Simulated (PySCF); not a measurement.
**A small calculation by hand: oscillator strength and radiative lifetime**

C2H3ClN2Si, SMILES Cl[SiH]1N=CC=N1.

Geometry: PBE0-D3(BJ)/def2-SVP. The structure was generated by enumeration, and PubChem lists no compound with its InChIKey, so it may never have been made.

TDA-PBE/def2-SVPD (PySCF 2.14.0) puts the first singlet state with f over 0.02 at 5.66 eV (vertical), with the transition dipole (0.000, 0.000, -0.492) in atomic units.

Problem. Find the oscillator strength, the wavelength and the radiative lifetime that this transition would have in vacuum if emission retraced absorption.

Solution. 
|μ|² = 0.2421 au, so |μ| = 1.25 D. ΔE = 5.66/27.211 = 0.2080 hartree. f = (2/3) ΔE |μ|² = 0.034 (the program prints 0.034).
λ = 1239.84/5.66 = 219 nm; ν = 45651 cm⁻¹.
Einstein's coefficient A = 0.6670 ν² f s⁻¹ (ν in cm⁻¹) = 4.7e7 s⁻¹, so τ = 1/A = 21 ns. This state is S5; the lower singlets have f = 0.000, 0.000, 0.002, 0.000. The figure is the radiative limit of this one transition; relaxation, internal conversion, crossing to triplets and a medium change what is measured.
